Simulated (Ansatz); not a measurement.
`C[SiH](C)[NH][GaH2]` → `C[NH][GaH2]` + `C[SiH]`  (silylene formation by 1,1-elimination)

Gas-phase electronic energies from Ansatz, PBE0-D4/def2-TZVP geometries. CBS: MP2 limit from def2 TZ/QZ plus the TZ coupled-cluster correction, frozen cores. This one scheme is used for every species. Functionals use def2-TZVPP. For Ga outer-core shells are correlated without core-valence functions, which leaves a few kJ/mol of doubt a bond. Scalar relativity is left out up to krypton. Each species was taken in one conformer, which may not be the lowest.

`C[SiH](C)[NH][GaH2]`:

```xyz
15

C     1.767   -1.188    0.164
Si    0.462    0.071    0.624
C     0.549    1.550   -0.509
N    -1.123   -0.622    0.550
Ga   -2.609   -0.158   -0.412
H     1.714   -2.066    0.813
H     1.638   -1.525   -0.868
H     2.770   -0.764    0.263
H     0.751    0.519    2.022
H     0.367    1.271   -1.550
H     1.545    1.998   -0.451
H    -0.178    2.317   -0.235
H    -1.265   -1.422    1.153
H    -2.512    1.067   -1.373
H    -3.876   -1.049   -0.191
```

`C[NH][GaH2]`:

Cartesian coordinates in Å:
```
C -0.114 -0.201 1.257
N -0.168 0.543 0.021
Ga 0.242 -0.043 -1.646
H 0.223 -1.221 1.060
H -1.093 -0.270 1.746
H 0.586 0.239 1.979
H -0.475 1.495 0.146
H 0.090 0.988 -2.808
H 0.709 -1.530 -1.754
```

`C[SiH]`:

Cartesian coordinates in Å:
```
C 0.123 -0.406 0.315
Si 0.050 0.331 -1.426
H 0.725 0.241 0.966
H 0.528 -1.419 0.348
H -0.883 -0.410 0.755
H -0.542 1.663 -0.959
```

```csv
species,PBE energy (Eh)
`C[SiH](C)[NH][GaH2]`,-2350.81456
`C[NH][GaH2]`,-2020.93192
`C[SiH]`,-329.74765
```

(1) Work out ΔE.

Largest T1 diagnostic among the species: 0.015.

## Answers

(1) ΔE = (-2020.93192) + (-329.74765) − (-2350.81456) = 0.13499 Eh = +84.7 kcal/mol. CCSD(T)/CBS gives +91.1 kcal/mol.

The D4 term adds +5.1 kcal/mol with B3LYP and +2.9 kcal/mol with PBE0; it sums over pairs of atoms, weighted by their polarisabilities, and B3LYP, whose exchange is more repulsive, gets the larger term. Leaving LDA and LC-ωPBE aside and taking each functional with its dispersion term where it has one, the values, not all of them listed here, spread over 11.1 kcal/mol, from BLYP-D4 to r2SCAN0-D4. LDA lies +8.6 kcal/mol from PBE without D4.

B3LYP here is the variant with VWN-RPA as its local correlation; programs differ in this.
